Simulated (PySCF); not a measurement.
## BeSe⁻: frontier orbitals

TPSSh at R = 1.948 Å; Be aug-cc-pVDZ-DK, Se aug-cc-pVDZ-DK; spin-free X2C with a Gaussian nucleus (PySCF 2.14). State: ²Σ⁺ (doublet), unpaired electrons σ ↑. Only the outer orbitals are listed, counted within each symmetry.

```tsv
spin	orbital	occ.	ε (eV)	on Be (%)	main shells (%)
α	8σ	1	-11.55	16	84 Se s, 9 Be s
α	9σ	1	-2.55	45	51 Se p, 43 Be s
α	4π	1	-0.63	15	85 Se p, 14 Be p
α	4π	1	-0.63	15	85 Se p, 14 Be p
α	10σ	1	-0.12	87	43 Be s, 43 Be p, 11 Se p
α	11σ	0	2.30	102	100 Be p
α	5π	0	2.34	108	108 Be p
α	5π	0	2.34	108	108 Be p
β	8σ	1	-11.46	17	84 Se s, 9 Be s
β	9σ	1	-2.23	38	57 Se p, 34 Be s
β	4π	1	-0.60	12	88 Se p, 11 Be p
β	4π	1	-0.60	12	88 Se p, 11 Be p
β	10σ	0	1.58	109	85 Be s, 23 Be p
β	5π	0	2.51	108	108 Be p
β	5π	0	2.51	108	108 Be p
```

Which are the highest filled and the lowest empty level, where do they sit, and how wide is the gap?

Highest filled α 10σ at -0.12 eV (in %: 43 Be s, 43 Be p, 11 Se p); lowest empty β 10σ at 1.58 eV (in %: 85 Be s, 23 Be p); the gap at TPSSh is 1.70 eV. An empty level above zero is unbound, and its energy depends on the basis.

```json
{
 "bond order (Mayer)": "1.83",
 "⟨S²⟩": "0.754",
 "charge on Be (Mulliken, basis-dependent)": "-0.58",
 "charge on Be (Löwdin, basis-dependent)": "-0.54",
 "dipole moment (positive dipole points towards Se; it is taken about the centre of mass and depends on that origin)": "2.45 D"
}
```

Shares are Mulliken populations and can fall outside 0 to 100 %.

Spin–orbit coupling is left out. The state was picked by a PBE0 search and need not be the measured ground state.
